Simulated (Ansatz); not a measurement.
Consider the ligand exchange at the Si–F bond: `F[SiH2][SiH](F)F` + HBr → `F[SiH2][SiH](F)Br` + H–F.

Calculated with Ansatz (gas phase, PBE0-D4/def2-TZVP geometries, no zero-point term in ΔE). CCSD(T)/CBS adds triple-zeta CCSD(T) − MP2 to the extrapolated MP2 energy (def2 sets, frozen cores). This one scheme is used for every species. For Br outer-core shells are correlated without core-valence functions, which leaves a few kJ/mol of doubt a bond. Scalar relativity is left out up to krypton. Each species was taken in one conformer, which may not be the lowest.

```csv
species,SCS-MP2/def2-TZVPP energy (Eh)
`F[SiH2][SiH](F)F`,-879.25644
HBr,-2573.27456
`F[SiH2][SiH](F)Br`,-3352.18215
H–F,-100.33020
```

Task: Work out ΔE.

Result: ΔE = (-3352.18215) + (-100.33020) − (-879.25644) − (-2573.27456) = 0.01865 Eh = +0.51 eV. CCSD(T)/CBS gives +0.43 eV.

Largest T1 diagnostic among the species: 0.012.

At CCSD(T), def2-SVP lies +0.09 eV from the extrapolated value and def2-TZVPP +0.07 eV. In def2-TZVPP, CCSD(T) changes the Hartree–Fock value by −0.14 eV (the triples alone add −0.03 eV) and MP2 by −0.21 eV. The D4 term adds −0.08 eV with B3LYP and −0.04 eV with PBE0; it sums over pairs of atoms, weighted by their polarisabilities, and B3LYP, whose exchange is more repulsive, gets the larger term.

B3LYP here is the variant with VWN-RPA as its local correlation; programs differ in this.
